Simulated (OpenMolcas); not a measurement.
Cr III: input and output

Input:

```
&GATEWAY
Coord
1

Cr 0.0 0.0 0.0
Basis=ANO-L-VDZP
Group=XYZ
NoMove
AngMom=0.0 0.0 0.0
AMFI
&SEWARD
* reference wave functions (RASSCF and RASSI steps not shown): 4 electrons in 5 orbitals (3d)
>>> COPY JOB001 $Project.JobIph
&CASPT2
Multistate=5 1 2 3 4 5
Frozen=2 3
IPEA=0.15
Sig1=0.2
MaxIter=60
WThr=0.0 0.3 0.05
PrWF=0.5
NoMix
>>> COPY JOB002 $Project.JobIph
&CASPT2
Multistate=45 1 2 3 4 5 6 7 8 9 10 11 12 13 14 15 16 17 18 19 20 21 22
23 24 25 26 27 28 29 30 31 32 33 34 35 36 37 38 39 40 41 42 43 44 45
Frozen=2 3
IPEA=0.15
Sig1=0.2
MaxIter=60
WThr=0.0 0.3 0.05
PrWF=0.5
NoMix
>>> COPY JOB003 $Project.JobIph
&CASPT2
Multistate=50 1 2 3 4 5 6 7 8 9 10 11 12 13 14 15 16 17 18 19 20 21 22
23 24 25 26 27 28 29 30 31 32 33 34 35 36 37 38 39 40 41 42 43 44 45 46
47 48 49 50
Frozen=2 3
IPEA=0.15
Sig1=0.2
MaxIter=60
WThr=0.0 0.3 0.05
PrWF=0.5
NoMix
```

Launched by
```bash
OMP_NUM_THREADS=1 MOLCAS_MEM=2252 MOLCAS_PROJECT=a pymolcas a.inp > a.log  # once for each step of the input, in one work folder
```

Output, cut to the results:

```
--- CASPT2 ---
Orbital specifications:
      -----------------------

      Symmetry species                           1   2
                                                ag  au
      Frozen orbitals                            2   3
      Inactive orbitals                          1   3
      Active orbitals                            5   0
      Secondary orbitals                         7  13
      Deleted orbitals                           0   0
      Number of basis functions                 15  19
Type of calculation                        MS-CASPT2
      Fock operator                              state-specific
      IPEA shift                                 0.15
      Real shift                                 0.00
      Imaginary shift                            0.00
      Sigma^1 regularizer                        0.20
      The input orbitals will be transformed to quasi-canonical
Reference energy:       -1042.5602751530
      E2 (Non-variational):      -0.1587898556
      Shift correction:          -0.0000054535
      E2 (Variational):          -0.1587953091
      Total energy:           -1042.7190704621
      Residual norm:              0.0000001576
      Reference weight:           0.96775
      Contributions to the CASPT2 correlation energy
      Active & Virtual Only:         -0.0177609795
      One Inactive Excited:          -0.0759204647
      Two Inactive Excited:          -0.0651084114
Reference energy:       -1042.5602751530
      E2 (Non-variational):      -0.1588071469
      Shift correction:          -0.0000053996
      E2 (Variational):          -0.1588125466
      Total energy:           -1042.7190876995
      Residual norm:              0.0000001596
      Reference weight:           0.96774
      Contributions to the CASPT2 correlation energy
      Active & Virtual Only:         -0.0177608264
      One Inactive Excited:          -0.0759383809
      Two Inactive Excited:          -0.0651079397
::    CASPT2 Root  1     Total energy:  -1042.71907046
::    CASPT2 Root  2     Total energy:  -1042.71908770
::    CASPT2 Root  3     Total energy:  -1042.71906728
::    CASPT2 Root  4     Total energy:  -1042.71907081
::    CASPT2 Root  5     Total energy:  -1042.71908650
::    MS-CASPT2 Root  1     Total energy:  -1042.71909303
::    MS-CASPT2 Root  2     Total energy:  -1042.71908746
::    MS-CASPT2 Root  3     Total energy:  -1042.71908658
::    MS-CASPT2 Root  4     Total energy:  -1042.71906736
::    MS-CASPT2 Root  5     Total energy:  -1042.71904831
--- CASPT2 ---
Orbital specifications:
      -----------------------

      Symmetry species                           1   2
                                                ag  au
      Frozen orbitals                            2   3
      Inactive orbitals                          1   3
      Active orbitals                            5   0
      Secondary orbitals                         7  13
      Deleted orbitals                           0   0
      Number of basis functions                 15  19
Type of calculation                        MS-CASPT2
      Fock operator                              state-specific
      IPEA shift                                 0.15
      Real shift                                 0.00
      Imaginary shift                            0.00
      Sigma^1 regularizer                        0.20
      The input orbitals will be transformed to quasi-canonical
Reference energy:       -1042.4734442859
      E2 (Non-variational):      -0.1598097462
      Shift correction:          -0.0000226072
      E2 (Variational):          -0.1598323534
      Total energy:           -1042.6332766393
      Residual norm:              0.0000003416
      Reference weight:           0.96684
      Contributions to the CASPT2 correlation energy
      Active & Virtual Only:         -0.0158056719
      One Inactive Excited:          -0.0837004451
      Two Inactive Excited:          -0.0603036291
Reference energy:       -1042.4734442859
      E2 (Non-variational):      -0.1598334050
      Shift correction:          -0.0000236943
      E2 (Variational):          -0.1598570993
      Total energy:           -1042.6333013852
      Residual norm:              0.0000003077
      Reference weight:           0.96682
      Contributions to the CASPT2 correlation energy
      Active & Virtual Only:         -0.0158195555
      One Inactive Excited:          -0.0837106809
      Two Inactive Excited:          -0.0603031685
::    CASPT2 Root  1     Total energy:  -1042.63327664
::    CASPT2 Root  2     Total energy:  -1042.63330139
::    CASPT2 Root  3     Total energy:  -1042.63336083
::    CASPT2 Root  4     Total energy:  -1042.63330804
::    CASPT2 Root  5     Total energy:  -1042.63334367
::    CASPT2 Root  6     Total energy:  -1042.63335849
::    CASPT2 Root  7     Total energy:  -1042.63331006
::    CASPT2 Root  8     Total energy:  -1042.63331105
::    CASPT2 Root  9     Total energy:  -1042.63334352
::    CASPT2 Root 10     Total energy:  -1042.63332465
::    CASPT2 Root 11     Total energy:  -1042.63332930
::    CASPT2 Root 12     Total energy:  -1042.63676659
::    CASPT2 Root 13     Total energy:  -1042.63676835
::    CASPT2 Root 14     Total energy:  -1042.63676960
::    CASPT2 Root 15     Total energy:  -1042.62984829
::    CASPT2 Root 16     Total energy:  -1042.63016449
::    CASPT2 Root 17     Total energy:  -1042.63003635
::    CASPT2 Root 18     Total energy:  -1042.62973776
::    CASPT2 Root 19     Total energy:  -1042.62973633
::    CASPT2 Root 20     Total energy:  -1042.62991825
::    CASPT2 Root 21     Total energy:  -1042.63011596
::    CASPT2 Root 22     Total energy:  -1042.61711670
::    CASPT2 Root 23     Total energy:  -1042.61704164
::    CASPT2 Root 24     Total energy:  -1042.61724781
::    CASPT2 Root 25     Total energy:  -1042.61704359
::    CASPT2 Root 26     Total energy:  -1042.61707550
::    CASPT2 Root 27     Total energy:  -1042.61724059
...
```

Levels above the lowest, from the spin-orbit matrix with the multistate effective Hamiltonian, averaged by term, added to it:

```
Configuration   Term  J  E (cm-1)  Measured (cm-1)      g  Term weight %
          3d4     5D  0       0.0              0.0                   100
          3d4     5D  1      65.3             62.2  1.501            100
          3d4     5D  2       193              183  1.501            100
          3d4     5D  3       380              357  1.501            100
          3d4     5D  4       619              576  1.501            100
          3d4  3P(1)  0     17670            16771                    99
          3d4  3P(1)  1     18070            17169  1.501            100
          3d4  3P(1)  2     18790            17851  1.501            100
          3d4     3H  4     19020            17274  0.802             99
          3d4     3H  5     19160            17397  1.034             99
          3d4     3H  6     19320            17531  1.167            100
          3d4  3F(1)  2     19820            18452  0.666            100
          3d4  3F(1)  3     19890            18511  1.080             99
          3d4  3F(1)  4     19980            18583  1.246             98
          3d4     3G  3     22610            20704  0.753             99
          3d4     3G  4     22770            20853  1.051             98
          3d4     3G  5     22930            20996  1.199             99
          3d4  1G(1)  4     27330            25139  1.000             99
          3d4     3D  3     27690            25726  1.334            100
          3d4     3D  2     27740            25781  1.167            100
          3d4     3D  1     27800            25848  0.499            100
          3d4     1I  6     28700            26015  1.000            100
          3d4  1S(1)  0     28820            27372                   100
          3d4  1D(1)  2     35000            32152  1.000            100
```

Against the 23 measured excited levels shown (Sugar and Corliss, J. Phys. Chem. Ref. Data 6, 317 (1977)) the mean absolute deviation is 1400 cm-1; the largest miss in energy is 3d4 1D2(1): computed 35000, measured 32152 cm-1 (+8.9 %).

CASPT2 breaks the degeneracy within a term, and the mean is taken; among the terms shown or strongly mixed into the levels shown the widest spread is 560 cm-1 (3d4 1I). Terms from blocks run as CI alone lack orbitals of their own. The CASPT2 spread within a term exceeds the gap to the next term for 3d4 1I and 3d4 1S(1), so the order of their levels is uncertain. Computed and measured levels are paired by configuration, term and J; levels that our copy of the source lacks, or whose pairing is in doubt (as where it misses far off the trend of its configuration), stay unpaired and out of the deviations. Only configurations of the active space appear. The table shows the lowest 24 of 34 levels.

The CASPT2 steps took 10 s on 1 thread of Arm Neoverse V2 (shared host); the integral step is not counted.

The term weight is that of the spin-free term in the level, not the purity of its configuration. A number in round brackets counts repeated terms of one configuration in the order of the reference energies.
